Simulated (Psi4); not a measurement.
F$_{5}$Nb (SMILES [F][Nb]([F])([F])([F])[F]), singlet, geometry from GFN2-xTB (such geometries of metal compounds can be far from the true shape) (all electrons, no relativity). Base run: BLYP/3-21G (Psi4).

The Psi4 input:
```
memory 2 GB

molecule {
0 1
  Nb   -0.00000000   -0.00000000    0.00000000
  F     1.47871376   -0.91466783   -0.53025668
  F    -0.32988414    0.24659928    1.77052225
  F    -1.14882962    0.66806856   -1.24026557
  F    -0.92871899   -1.52418406    0.03925001
  F     0.92871899    1.52418406   -0.03925001
}

set basis 3-21g
set scf_type pk

energy('blyp')
print_variables()
```

Variants of this job, named by their change:

```tsv
change	ΔE vs base (mEh)	SCF cycles	grid points	basis functions
base	0.000	8	131513	84
dft_radial_points = 50	___	8	88803	84
scf_type = out_of_core	0.000	8	131513	84
dft_radial_points = 35	___	8	62147	84
dft_radial_scheme = becke	0.260	8	118241	84
dft_spherical_points = 110	0.875	9	47847	84
e_convergence = 1e-8	0.000	9	131513	84
dft_spherical_points = 974	0.063	8	422568	84
cholesky_tolerance = 1e-6 (with scf_type cd)	-0.001	8	131513	84
dft_nuclear_scheme = stratmann	0.069	8	121093	84
d_convergence = 1e-10	0.000	12	131513	84
```

Question: Complete the blanks.

Answer: 
- dft_radial_points = 50, ΔE vs base (mEh): -9.830
- dft_radial_points = 35, ΔE vs base (mEh): 145.1
